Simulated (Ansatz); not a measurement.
Two members of one family (Same ligands, another metal), computed with Ansatz in the gas phase; def2 core potentials for Y, no spin–orbit coupling. The two geometries come from different levels. HOMO and LUMO are taken over both spins. Singlets are spin-restricted. The structures are stationary points that may keep the symmetry of their start. Remarks come from the PBE and PBE0 runs and from stability tests at other levels; not every state was tested.

First: VCl3 (triplet, charge 0, r2SCAN-D4/def2-SVP geometry).

| atom | x (Å) | y (Å) | z (Å) |
| --- | --- | --- | --- |
| V1 | -0.0340 | 0.0369 | 0.0226 |
| Cl2 | -1.3538 | 1.4809 | 0.9197 |
| Cl3 | 0.5637 | -1.7945 | 1.0029 |
| Cl4 | 0.8240 | 0.2767 | -1.9452 |

```
                 level  HOMO (eV)  LUMO (eV)  gap (eV)
       PBE-D4/def2-SVP      -5.43      -5.07      0.36
     PBE-D4/def2-TZVPD      -5.69      -5.32      0.37
  r2SCANh-D4/def2-TZVP      -7.21      -4.67      2.54
      PBE0-D4/def2-SVP      -7.96      -4.11      3.85
CAM-B3LYP-D4/def2-TZVP      -9.55      -2.94      6.61
```

Metal–donor distances: 3 × Cl 2.15 to 2.16 Å. Remarks: restricted SCF unstable (singlet).

Second: YCl3 (singlet, charge 0, PBE-D4/def2-SVP geometry).

Cartesian coordinates in Å:
```
Y 0.0026 0.0012 0.0009
Cl 1.3552 -1.9191 -0.6754
Cl -0.4004 1.8280 -1.5731
Cl -0.9574 0.0899 2.2476
```

Estimate the same table for the second.


| level | HOMO (eV) | LUMO (eV) | gap (eV) |
| --- | --- | --- | --- |
| PBE-D4/def2-SVP | -7.62 | -3.66 | 3.96 |
| PBE-D4/def2-TZVPD | -7.77 | -3.71 | 4.06 |
| r2SCANh-D4/def2-TZVP | -8.61 | -3.08 | 5.53 |
| PBE0-D4/def2-SVP | -9.04 | -2.93 | 6.11 |
| CAM-B3LYP-D4/def2-TZVP | -10.47 | -2.17 | 8.30 |

Metal–donor distances: 3 × Cl 2.44 Å.
